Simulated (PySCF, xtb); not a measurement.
Si(I)2(OH)2 (H2I2O2Si), SMILES [Si](O)(I)(O)I.

The structure is a stationary point at PBE-D3(BJ)/def2-SVP. The def2 effective core potentials stand for the cores of I; spin–orbit coupling is left out. The values are those of a single conformer.

Level of theory: C-PCM-PBE0/def2-SVP (PySCF).

The values are the electrostatic part of the solvation free energy, E(continuum) − E(gas) at the gas-phase geometry, in a cavity of scaled van der Waals radii (PySCF's table); cavitation and dispersion terms are not included. In vacuum the orbital gap is 6.42 eV. The dipole moment in vacuum is 1.66 D.

### Question
Estimate the values in water (ε = 78.36), chloroform (ε = 4.71), ethanol (ε = 24.85). (The exact figures need the calculation; the answer reports its results.)

### Answer

| solvent | ε | ΔG(elec) (kcal/mol) | dipole (D) | gap (eV) |
|---|---|---|---|---|
| water | 78.36 | -8.0 | 2.19 | 6.51 |
| chloroform | 4.71 | -6.3 | 2.06 | 6.49 |
| ethanol | 24.85 | -7.8 | 2.17 | 6.51 |

For comparison, GFN2-xTB/ALPB(water) (xtb, at the GFN2-xTB geometry, all terms of that model) gives -11.8 kcal/mol.
